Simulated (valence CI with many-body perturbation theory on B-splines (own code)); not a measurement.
## Sb¹¹⁺: configurations and terms from energies and g

Calculated by configuration interaction combined with many-body perturbation theory (CI+MBPT): four valence electrons over a frozen Dirac-Fock core [Kr], radial functions for each j: 9 s, 9 p, 10 d, 8 f, 5 g, 3 h, 1 i, with the one-electron correlation potential Σ1, the two-electron term Σ2, the three-electron term Σ3, Breit, model QED; selected CI, second order for the rest, scaled by the run's own slope (own B-spline code, finite nucleus).

No measured levels were compared; by estimate terms of the open shell hold to 2 to 4 % of their energy, and close levels can change places. Core correlation moves these levels by up to 6300 cm⁻¹, and in measured spectra 5 to 20 % of such shifts remained as error; rates that hang on mixing are uncertain with them. The list stops below the first excitations out of the core. Only levels of the ground parity were solved; by the run's estimate the other parity begins above the list, which can be wrong where configurations are misplaced.

| No. | J | Parity | E (cm⁻¹) | g |
| --- | --- | --- | --- | --- |
| 2 | 1 | even | 3905 | 1.498 |
| 3 | 2 | even | 8172 | 1.488 |
| 4 | 3 | even | 12151 | 1.478 |
| 5 | 4 | even | 15688 | 1.458 |
| 9 | 5 | even | 37085 | 1.066 |
| 10 | 1 | even | 38837 | 1.412 |
| 11 | 2 | even | 39306 | 0.755 |
| 12 | 6 | even | 40331 | 1.135 |
| 18 | 5 | even | 53121 | 1.166 |
| 20 | 6 | even | 57134 | 1.030 |
| 21 | 1 | even | 57986 | 0.597 |

Energies count from the lowest level. Strongly mixed levels and levels close to another of their J and parity, and those with J = 0 are left out, so the numbers can have gaps.

**Question.** Give configuration and LS term of each level.

**Answer.** 2: 4d⁴ ⁵D; 3: 4d⁴ ⁵D; 4: 4d⁴ ⁵D; 5: 4d⁴ ⁵D; 9: 4d⁴ ³H; 10: 4d⁴ ³P; 11: 4d⁴ ³F; 12: 4d⁴ ³H; 18: 4d⁴ ³G; 20: 4d⁴ ¹I; 21: 4d⁴ ³D.
